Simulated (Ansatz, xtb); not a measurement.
## C4H5ClGeSe: 5 structures ranked

5 gas-phase structures of C4H5ClGeSe, from a drawn sample of its isomers (lower ones may exist). Each was relaxed with GFN2-xTB:

A. `Clc1c[c]([GeH3])c[se]1`, a singlet
B. `Clc1c[se]c[c]1[GeH3]`, a singlet
C. `Clc1cc[se][c]1[GeH3]`, a singlet
D. `Clc1[se]cc[c]1[GeH3]`, a singlet
E. `Clc1c[se][c]([GeH3])c1`, a singlet

Task: Estimate their order in r2SCAN-D4/def2-SVP//GFN2-xTB energy at these geometries, lowest first.

Result: Calculated order at r2SCAN-D4/def2-SVP//GFN2-xTB: C (0.0), E (0.1), B (1.4), D (3.3), A (3.4) kcal/mol. Less than 1 kcal/mol parts C and E; D and A, so the order within those pairs means little.

Energies above the lowest of each column, in kcal/mol; the last columns are at r2SCAN-D4/def2-SVP geometries:

```
structure  GFN2-xTB  HF/STO-3G  r2SCAN-D4/def2-SVP//GFN2-xTB  r2SCAN-D4/def2-SVP  CCSD(T)/def2-SVP + ΔMP2/def2-TZVPP
        C       0.8        1.5                           0.0                 0.0                                 0.0
        E       4.5        0.0                           0.1                 2.0                                 1.4
        B       0.0        2.3                           1.4                 1.6                                 1.5
        D       2.8        4.3                           3.3                 3.8                                 3.9
        A       6.1        3.4                           3.4                 5.0                                 4.8
```

CCSD(T)/def2-SVP + ΔMP2/def2-TZVPP puts C lowest; GFN2-xTB picks B, HF/STO-3G picks E. ΔMP2 is the change of the MP2 energy from the smaller to the larger basis.

Over these structures GFN2-xTB departs from r2SCAN-D4/def2-SVP//GFN2-xTB by 1.9 kcal/mol on average once a common shift is removed. A GFN2-xTB relaxation took about 0.14 s and the r2SCAN-D4/def2-SVP//GFN2-xTB energy about 2.4 s on a shared host (Ansatz 0.2.0, xtb 6.7.1).
